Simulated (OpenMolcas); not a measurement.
**What dynamic correlation does to the levels of neutral rhenium**

```json
{
  "Program": "OpenMolcas 26.06",
  "Basis": "ANO-RCC-VQZP [9s8p6d4f3g2h]",
  "Scalar Hamiltonian": "DKH2, point nucleus",
  "Active space": "5 electrons in 5 orbitals (5d)",
  "State averaging": "2S+1 = 6 even, 1 root; 2S+1 = 4 even, 24 roots; 2S+1 = 2 even, 75 roots (67 in the spin-orbit step)",
  "Spin-orbit coupling": "RASSI with atomic mean-field integrals over the reference wave functions, term energies averaged over their components"
}
```

Methods on the same reference wave functions:
A. CASSCF
B. SS-CASPT2, IPEA 0.25 Eh, imaginary shift 0.1 Eh (closed shells correlated: 5s 5p 6s)
C. MS-CASPT2, IPEA 0.25 Eh, imaginary shift 0.1 Eh (closed shells correlated: 5s 5p 6s)

Energies in cm⁻¹ above 5d⁵ 6s² ⁶S_5/2, the measured ground level; measured values from NIST Handbook of Basic Atomic Spectroscopic Data.

| Level | A | B | C | Measured |
| --- | --- | --- | --- | --- |
| 5d⁵ 6s² ⁶S_5/2 | 0.0 | 0.0 | 0.0 | 0.0 |
| 5d⁵ 6s² ⁴G_7/2 [66 %] | 21159 | 16650 | 16650 | 15058 |
| 5d⁵ 6s² ⁴G_11/2 | 21589 | 17550 | 17550 | 16307 |
| 5d⁵ 6s² ⁴G_9/2 | 22060 | 17990 | 17990 | 16619 |
| 5d⁵ 6s² ⁴P_1/2 [57 %] | 24527 | 18810 | 18810 |  |
| 5d⁵ 6s² ⁴D_7/2 [71 %] | 26623 | 20380 | 20380 |  |
| 5d⁵ 6s² ⁴D_1/2 [60 %] | 29192 | 22940 | 22950 |  |
| 5d⁵ 6s² ²I_11/2 | 30275 | 25680 | 25680 |  |
| 5d⁵ 6s² ²I_13/2 | 32258 | 27830 | 27830 |  |
| 5d⁵ 6s² ²H_9/2 [51 %] | 38338 | 31950 | 31960 |  |
| 5d⁵ 6s² ⁴F_3/2 [52 %] | 40658 | 33720 | 33670 |  |
| 5d⁵ 6s² ²F_5/2(2) [55 %] | 42012 | 33620 | 33760 |  |
| 5d⁵ 6s² ²H_11/2 [74 %] | 42648 | 37120 | 37120 |  |
| 5d⁵ 6s² ²S_1/2 | 47795 | 38180 | 38180 |  |
| 5d⁵ 6s² ²D_3/2(2) | 52472 | 42400 | 42430 |  |

Deviations, from unrounded energies. A percentage is the sum of absolute deviations over the sum of measured energies, with the sign that they share, or ± where signs differ.

| Against measurement | Levels | A | B | C |
| --- | --- | --- | --- | --- |
| mean absolute deviation (cm-1) | 3 | 5600 | 1400 | 1400 |
| other terms of the ground configuration (%) | 3 | +35.1 | +8.7 | +8.8 |

B, C lie about equally close to measurement and A furthest from it. The largest miss of B in the table is 5d⁵ 6s² ⁴G_7/2 [66 %], by +1600 cm-1. The ranking rests on the paired levels alone, and a cruder setting can come out closer through cancelling errors.

Between B and C the level of the table that moves most is 5d⁵ 6s² ²F_5/2(2) [55 %], by 140 cm-1 (lowest in B, highest in C). Moves below CASPT2's spread within the term are not significant.

The two smallest mean deviations differ by little beside CASPT2's spread within terms, so their order carries little weight.

From A to B the spin-free energies of the other terms of 5d⁵ 6s² shown, above ⁶S, scale by factors of 0.73 to 0.84, as is usual when dynamic correlation screens the repulsion within a d or f shell.

The lowest spin-free term lies below A's lowest term by 0.448 hartree in B, 0.448 hartree in C.

CASPT2 does not keep the components of a term degenerate, so their means are used; among the terms shown or strongly mixed into the levels shown the widest spread is 1400 cm-1 (5d⁵ 6s² ²F(2), C). Some high roots are left out of the spin-orbit mixing, which shifts the levels that they would mix with. With the s shell closed, the reference lacks s² → p², s² → d² and s → d mixing, so excited terms can stand far too high and out of order, with CASPT2 too. The CASPT2 spread within a term exceeds the gap to the next term for 5d⁵ 6s² ⁴F and 5d⁵ 6s² ²F(1), 5d⁵ 6s² ²H and 5d⁵ 6s² ²F(2), so the order of their levels is uncertain, and so are names and mixing where such terms share a J (figures for B; the like holds for C). Without dynamic correlation excited terms often stand tens of per cent too high (terms of higher spin than the ground term too low), and those without a measured partner can miss by more than the paired ones (holds for A). Computed and measured levels are paired by configuration, term and J; levels that our copy of the source lacks, or whose pairing is in doubt (as where it misses far off the trend of its configuration), stay unpaired and out of the deviations. Only configurations of the active space appear. Levels that lie high or do not pair safely by name in every column are left out.

A share in square brackets marks a mixed level and gives the weight of the term that names it, the lowest over the columns. A number in round brackets counts repeated terms of one configuration in the order of the reference energies.
